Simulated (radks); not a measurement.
Problem. Er XIV, configuration [Kr] 4d10 4f7 5s2. Method: scalar-relativistic Kohn-Sham, PBEsol, spin-polarised, spherical densities, finite nucleus; open shells are filled with parallel spins first (spin-orbit coupling, left out, can overturn this in heavy ions); Fermi nuclear charge, rms radius 5.2516 fm; computed with a radial shooting solver on a logarithmic mesh with Libxc functionals. Some entries of the table are withheld. Estimate them.

orbital  occ.  eigenvalue (eV)  <1/r> (bohr^-1)  r(max) (bohr)
1s down     1        -57615.36            77.52        0.01287
1s up       1        -57615.34            77.52        0.01287
2s up       1        -9909.311            18.04        0.07326
2s down     1        -9909.178            18.05        0.07326
2p up       3        -8798.547            16.67        0.05957
2p down     3        -8798.457            16.67        0.05957
3s up       1        -2437.235            6.651         0.2073
3s down     1        -2432.975            6.661         0.2072
3p up       3        -2099.202            6.215         0.2040
3p down     3        -2094.959            6.224         0.2038
3d up       5        -1675.002            5.891         0.1665
3d down     5        -1671.745            5.900         0.1663
4s up       1        -697.9829            2.848         0.4718
4s down     1        -689.7299            2.843         0.4718
4p up       3        -585.0718            2.620         0.4921
4p down     3        -577.0174            2.615         0.4921
4d up       5        -433.4956            2.350         0.5049
4d down     5        -425.6063            2.343         0.5052
5s up       1        -275.8010            1.300          1.005
5s down     1        -271.4299            1.284          1.011
4f up       7              (1)            1.979         0.4766
4f down     0              (2)            1.965         0.4787

Solution. 
(1) 4f up eigenvalue (eV): -264.2606
(2) 4f down eigenvalue (eV): -256.3612
